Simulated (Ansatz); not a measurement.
CH8Si2, SMILES `[SiH3]C[SiH3]` (charge 0, multiplicity 1).

Calculation: LDA/cc-pVTZ // PBE0-D3(BJ)/def2-TZVP run with Ansatz (a program for electronic structure).

Ansatz 0.2 input:
```yaml
crystal:
  periodic: [false, false, false]
  atoms:
    - { symbol: Si, position_ang: [1.557638, -0.179317, 0.26559] }
    - { symbol: C, position_ang: [0.022846, 0.682185, -0.372083] }
    - { symbol: Si, position_ang: [-1.571668, -0.239611, -0.037095] }
    - { symbol: H, position_ang: [1.466788, -0.362502, 1.738842] }
    - { symbol: H, position_ang: [2.781283, 0.611253, -0.037155] }
    - { symbol: H, position_ang: [1.692748, -1.518667, -0.366998] }
    - { symbol: H, position_ang: [0.124437, 0.831774, -1.452182] }
    - { symbol: H, position_ang: [-0.040469, 1.675519, 0.084634] }
    - { symbol: H, position_ang: [-1.757831, -0.424642, 1.426936] }
    - { symbol: H, position_ang: [-1.531866, -1.580793, -0.678911] }
    - { symbol: H, position_ang: [-2.743906, 0.5048, -0.571577] }
basis:
  gaussian: { orbitals: cc-pVTZ }
hamiltonian:
  xc: lda
```

Output:

```
Functional definition: SPW92
1194 factors; their error is unknown
mean field evaluation 1: about -16839.0989 eV, gradient 6.3e1 eV
mean field evaluation 2: about -16820.9240 eV, gradient 9.3e1 eV
mean field evaluation 4: about -16848.3585 eV, gradient 3.2e0 eV
mean field evaluation 8: about -16848.3959 eV, gradient 4.3e-2 eV
mean field evaluation 16: about -16848.3465 eV, gradient 1.6e-5 eV
mean field -16848.34654341 eV, -619.1653152508 hartree, gradient 1.6e-5 eV, S^2 0.000000; 0 other end points of the search recorded, 0 dependent functions left out
reference -16848.34658560 eV, -619.1653168011 hartree; 21, 21 occupied and 189, 189 virtual orbitals, 1194 factors
Total energy: -16848.34658560 eV, -619.1653168011 hartree
```
